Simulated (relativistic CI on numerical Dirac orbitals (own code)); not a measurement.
**Forbidden transitions in Re**

Calculated at this level of theory: Dirac-Coulomb-Breit CI, separate exchange-only KLI orbitals for each configuration, model QED, valence Slater integrals scaled by 0.85, configuration energies shifted to the measured levels that pair with them (semi-empirical) (own radial code, finite nucleus).

CI space (outside the closed core [Xe] 4f14): 5d5 6s2, 5d6 6s, 5d5 6s 6p, 5d6 6p, 5d5 6s 6d, 5d7, 5d5 6p2, 5d4 6s2 6p, 5d5 6s 6f, 5d6 6d, 5d3 6s2 6p2, 5d4 6s2 5f, 5d6 5f, 5d4 6s2 5g, 5d6 6f, 5d6 5g, 5d5 6s 7s, 5d6 7s, 5d5 6s 7p, 5d6 7p, 5d4 6s2 8s, 5d4 6s 6p2, 5d4 6s2 7d, 5d4 6s2 8p, 5d4 6s2 7s, 5d5 6s 8s, 5d4 6s 6p 7s, 5d3 6s2 6p 7p, 5d5 6s 5f, 5d3 6s2 7s2. Levels of other configurations are missing.

| λ vac (Å) | Lower | Upper | Type | A (s⁻¹) | gf | Branching (%) |
| --- | --- | --- | --- | --- | --- | --- |
| 5894.2 | 5d5 6s2 6S_5/2 [1] | 5d5 6s2 4G_9/2 [12] | E2 | 1.53e-03 | 7.96e-11 | 2.5 |
| 6102.3 | 5d5 6s2 6S_5/2 [1] | 5d6 6s 6D_3/2 [10] | M1 | 1.05e+00 | 2.35e-08 | 42.5 |
| 6102.3 | 5d5 6s2 6S_5/2 [1] | 5d6 6s 6D_3/2 [10] | E2 | 1.24e+00 | 2.77e-08 | 50.2 |
| 7062.9 | 5d5 6s2 6S_5/2 [1] | 5d6 6s 6D_7/2 [4] | E2 | 6.87e-01 | 4.11e-08 | 64.3 |
| 8316.4 | 5d5 6s2 6S_5/2 [1] | 5d6 6s 6D_9/2 [2] | E2 | 2.75e-01 | 2.85e-08 | 100.0 |

Terms are leading LS components. Brackets give the number of a level in order of energy, since labels repeat. The list gives strong lines, with weight on those to low levels, without configurations that were not tied to measured data, among the lowest 400 of 9758 levels, so that lines to higher ones, which can be the strongest, are missing, and without lines across small gaps between configurations, and without 62 lines that miss the measured interval by over 3.5 %, start from a term whose rates miss tabulated ones by over 60 %, have gauges far apart or, lacking measured levels, span too small a gap for the errors found; lines with a level outside our table were not tested and can miss by more. Levels whose partners in the same complex of configurations lie outside the list can be far off, and so can their lines. Rates are taken at the computed energies, electric ones in the length gauge.

Configurations whose levels could be paired with our table of measured levels were shifted onto them, all but the ground configuration, by the median error of their levels; single terms can still be off by 1,000 to 2,000 cm⁻¹ or more, and rates follow the energies as ν³ (E1, M1) or ν⁵ (E2). The others borrow a shift and can be off by several thousand cm⁻¹ or more. The fine structure of a lone outer electron comes out too small, for d and f at times inverted, and misplaced configurations move strength between like terms. 9 of the 18 excited levels that our extract of the measured tables holds in this range could be paired (the sources list more); they are missed by 216 cm⁻¹ on average and 392 at most, after the shifts were fitted to these levels, and levels without a partner can miss by more. Some levels of the ground configuration have no partner and can miss by 10 % or more.

LS names give the leading component of a level, which can be under half, so a name can repeat, a term be missing and a line seem to break the LS rules.
